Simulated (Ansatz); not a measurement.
`FC(F)[SiH3]` → `F[C]F` + SiH₄ at 600 K and 1 bar (formal loss of a carbene).

Isolated molecules relaxed with PBE0-D4/def2-TZVP in Ansatz; ΔE leaves out vibrations. CCSD(T)/CBS is the MP2 limit (def2-TZVPP, def2-QZVPP) plus CCSD(T) − MP2 in def2-TZVPP, frozen cores. This one scheme is used for every species.

```csv
species,CCSD(T)/CBS energy (Eh),H − E (kJ/mol),S (J/(mol·K))
`FC(F)[SiH3]`,-529.09339,171.1,379.1
`F[C]F`,-237.54028,42.2,271.0
SiH₄,-291.46306,108.7,242.3
```

H − E and S are ideal-gas, rigid-rotor, harmonic terms from PBE0-D4/def2-TZVP. 1 Eh = 2625.50 kJ/mol, R = 8.31446 J/(mol·K).

Question: By hand: ΔE, ΔH, ΔS and ΔG.

Answer: ΔE = (-237.54028) + (-291.46306) − (-529.09339) = 0.09005 Eh = 236.4 kJ/mol. Δ(H − E) = 42.2 + 108.7 − 171.1 = -20.2, so ΔH = 216.2 kJ/mol. ΔS = 271.0 + 242.3 − 379.1 = 134.2 J/(mol·K). ΔG = 216.2 − 600 × (134.2)/1000 = 135.7 kJ/mol.

Question: By hand: the equilibrium constant, and the temperature at which ΔG would vanish if ΔH and ΔS stayed fixed.

Answer: log₁₀ K = −ΔG/(RT ln 10) = -11.8. ΔG = 0 at ΔH/ΔS = 1611 K.

The number of gas molecules changes by +1, which sets the sign of ΔS. A doubt of 5 kJ/mol in ΔE shifts log₁₀ K by 0.4 here. These are equilibria of isolated gas molecules and say nothing of rates. Largest T1 diagnostic: 0.017 (customary marks: 0.02 for closed shells, 0.045 for open ones).
